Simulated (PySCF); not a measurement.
# One molecule, several mistakes: BFH3OSi

These are calculations, not measurements. The program is PySCF 2.14.0, an open-source quantum chemistry code, run on an isolated molecule that a program drew, which may never have been made. The molecule is BFH3OSi (charge 0, doublet), drawn as the SMILES string `B[Si](O)F`.

Each row is a Hartree-Fock (HF) and frozen-core CCSD(T) single point in the cc-pV(D+d)Z basis, meant for a local HF minimum. Run 1 is clean. Each other run has one planted mistake out of seven kinds, and not every kind appears here: one electron removed, one electron added, multiplicity raised by two, geometry at a saddle point, minimal basis STO-3G, one bond length entered in bohr, all coordinates scaled. The reference is restricted for singlets and unrestricted otherwise, and also for a bond in bohr. Adding or removing an electron swaps singlet and doublet. Electrons count all cores. HOMO and LUMO are orbital energies over both spins, the gradient is its largest component, and the lowest frequency (negative if imaginary) is given only where the gradient is small. Bond lengths are over the 6 bonds as drawn. T1 is the CCSD diagnostic: over 0.02 (restricted) or 0.045 (unrestricted) a single reference is doubtful.

Geometry of the clean run:
```xyz
7
BFH3OSi, angstrom
B     0.0317    0.0883   -0.0070
Si    1.6020    0.0704   -1.0567
O     2.9047    1.0278   -0.9904
F     1.9228   -0.9416   -2.2453
H    -0.8219   -0.7189   -0.2242
H    -0.0484    0.9217    0.8503
H     2.9327    1.7172   -0.3416
```

```
run,electrons,basis functions,<S^2>,HOMO (eV),LUMO (eV),gradient (hartree/bohr),lowest frequency (cm^-1),mean bond (Å),longest bond (Å),T1,HF (hartree),CCSD(T) (hartree),mistake
1,39,80,0.759,-8.15,0.99,3.9e-05,199,1.4068,1.889,0.0157,-489.71851,-490.30212,no fault
2,39,80,3.763,-5.08,-2.96,1.4e-01,-,1.4068,1.889,0.0431,-489.46312,-490.03705,multiplicity raised by two
3,39,80,0.758,-8.20,1.28,7.2e-02,-,1.3182,1.770,0.0134,-489.68401,-490.25718,all coordinates scaled
4,38,80,0.000,-19.77,-6.72,9.6e-02,-,1.4068,1.889,0.0174,-489.44614,-490.01810,one electron removed
5,39,80,0.755,-8.55,1.31,2.1e-02,-,1.6869,3.570,0.0145,-489.64280,-490.21469,?
6,39,27,0.754,-4.57,5.48,4.8e-02,-,1.4068,1.889,0.0185,-483.54991,-483.71431,?
```

**Which mistake was planted in run 5, and what did it cost?**

The mean bond changes by a factor of 1.199 and the longest by 1.890, so the molecule wasn't scaled as a whole. A length L in bohr read as angstrom grows by (1/0.5292 - 1) L = 0.890 L. The 6 bonds together grew by 6 x 0.2801 = 1.681 Å, which gives L = 1.889 Å. That is bond B1-Si2, 1.889 Å in the clean geometry. So the mistake is: one bond length entered in bohr. Subtracting run 1 and multiplying by 627.51 kcal/mol a hartree, the energy moved by 47.5 kcal/mol in HF and 54.9 kcal/mol in CCSD(T).

**Which mistake was planted in run 6, and what did it cost?**

It has 27 basis functions where the clean run has 80, with the same electrons and geometry. So the mistake is: minimal basis STO-3G. Subtracting run 1 and multiplying by 627.51 kcal/mol a hartree, the energy moved by 3870.9 kcal/mol in HF and 4133.9 kcal/mol in CCSD(T).

